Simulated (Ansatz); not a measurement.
## Exact exchange and the vertical energy of the triplet above the singlet of BHOF2 (difluorohydroxyborane)

BHOF2 has 5 atoms, charge 0, and is taken as a singlet. SMILES: `OB(F)F`. The coordinates come from a PBE0-D4/def2-TZVP relaxation.

The vertical energy of the triplet above the singlet y, in eV, basis def2-SVPD; a is the functional's share of exact exchange. Programs: Ansatz 0.2.0.

```
functional  program     a  y (eV)
       PBE   Ansatz     0    8.68
    revPBE   Ansatz     0    8.66
     B3LYP   Ansatz   0.2    8.92
      PBE0   Ansatz  0.25    8.95
   r2SCAN0   Ansatz  0.25       ?
     BHLYP   Ansatz   0.5    8.99
```

Task: Fit y = c + s·a to the known rows and predict r2SCAN0.

Result: 
1. Means of the 5 rows: a = 0.1900, y = 8.840.
2. Σ(Δa)² = 0.172, Σ(Δa·Δy) = 0.1185, so the slope is 0.1185/0.172 = 0.68895.
3. Intercept: 8.840 − (0.68895) × 0.1900 = 8.709. The largest residual of the fit is 0.073.
4. r2SCAN0: 8.709 + (0.68895) × 0.25 = 8.88 eV.

The run gave 8.95 eV, so the prediction is off by -0.07 eV, within the largest residual.
